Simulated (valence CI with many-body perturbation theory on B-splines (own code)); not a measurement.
Values are calculated unless marked as measured or tabulated.
**Yb LXV in three bases**

Level of theory: relativistic CI+MBPT: four valence electrons over a frozen Dirac-Fock core [He], radial functions for each j: 9 s, 9 p, 8 d, 6 f, 3 g, 1 h, with the one-electron correlation potential Σ1 (screened to all orders), the two-electron term Σ2, the three-electron term Σ3, Breit, model QED; selected single and double excitations, second order for the rest, scaled by the run's own slope (own B-spline code, finite nucleus).

The last digits are not significant, and no measured levels were compared; by estimate large intervals hold to a few tenths of a per cent, small ones and those within an open d or f shell to about a per cent.

The reference run has the lowest level (2s^2 2p1/2^2) J=0 and an ionisation energy of 16192.8 eV. Its largest variational space holds 20000 state functions.

Levels are named by their leading jj configuration (3d3/2^4 stands for four electrons in 3d with j = 3/2), which in mixed levels can hold well under half, so a name can repeat and another be missing. Letters in brackets count levels of one name in rising energy.

Changed runs:
A. basis 6 s, 6 p, 5 d, 3 f, 1 g
B. basis 5 s, 5 p, 4 d, 2 f

Excitation energies of the reference run in cm⁻¹, and shifts in cm⁻¹:

```tsv
Level	Reference	A	B
(2s^2 2p1/2 2p3/2) J=1	8802020	+69	-156
(2s^2 2p1/2 2p3/2) J=2	8947570	+220	+225
(2s 2p1/2^2 2p3/2) J=2	11028300	-11	-319
(2s 2p1/2^2 2p3/2) J=1	11690700	+78	+113
(2s^2 2p3/2^2) J=2	17919000	+202	+7.1
(2s^2 2p3/2^2) J=0	18387900	+156	+193
(2s 2p1/2 2p3/2^2) J=2 [a]	19614800	-47	-661
(2s 2p1/2 2p3/2^2) J=3	19963200	+247	+11
(2s 2p1/2 2p3/2^2) J=0	20422500	-17	-176
(2s 2p1/2 2p3/2^2) J=1 [a]	20593500	+153	+1.1
(2s 2p1/2 2p3/2^2) J=2 [b]	20671000	+287	+368
(2s 2p1/2 2p3/2^2) J=1 [b]	20703100	+153	+141
Ionisation energy (eV)	16192.8	+0.013	-0.074
```
